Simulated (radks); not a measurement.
Values are calculated unless marked as measured or tabulated.
Species: the platinum ion Pt+. Configuration: [Xe] 4f14 5d9. Code: a radial shooting solver on a logarithmic mesh with Libxc functionals. Model: Dirac Kohn-Sham, AM05, spin-unpolarised, spherical densities, point nucleus; open shells are shared between the two j in proportion to 2j + 1.

Normalised radial functions P(r) = r R(r) (large component), r in bohr:

r,5p1/2,5d3/2,5d5/2
0.00206,0.0190,0.0001,0.0000
0.003173,0.0313,0.0002,0.0001
0.004887,0.0526,0.0007,0.0004
0.007527,0.0889,0.0020,0.0013
0.01159,0.1464,0.0059,0.0043
0.01786,0.2240,0.0165,0.0131
0.02773,0.2931,0.0443,0.0375
0.04271,0.2645,0.1041,0.0921
0.06579,0.0286,0.2010,0.1849
0.1013,-0.3372,0.2746,0.2634
0.1561,-0.3410,0.1619,0.1709
0.2424,0.3193,-0.2076,-0.1792
0.3734,0.5631,-0.4022,-0.3930
0.5751,-0.3995,0.0249,-0.0122
0.8858,-1.1503,0.6742,0.6248
1.364,-0.7600,0.8494,0.8355
2.119,-0.1902,0.5570,0.5785
3.263,-0.0166,0.2187,0.2437
5.027,-0.0003,0.0446,0.0550

5p1/2: eigenvalue -75.245 eV, 3 radial nodes at r = 0.0681, 0.202, 0.498 bohr, <r> = 1.03 bohr, 90 % of the charge inside 1.50 bohr. 5d3/2: eigenvalue -15.164 eV, 2 radial nodes at r = 0.194, 0.566 bohr, <r> = 1.60 bohr, 90 % of the charge inside 2.51 bohr. 5d5/2: eigenvalue -13.781 eV, 2 radial nodes at r = 0.198, 0.580 bohr, <r> = 1.67 bohr, 90 % of the charge inside 2.63 bohr.
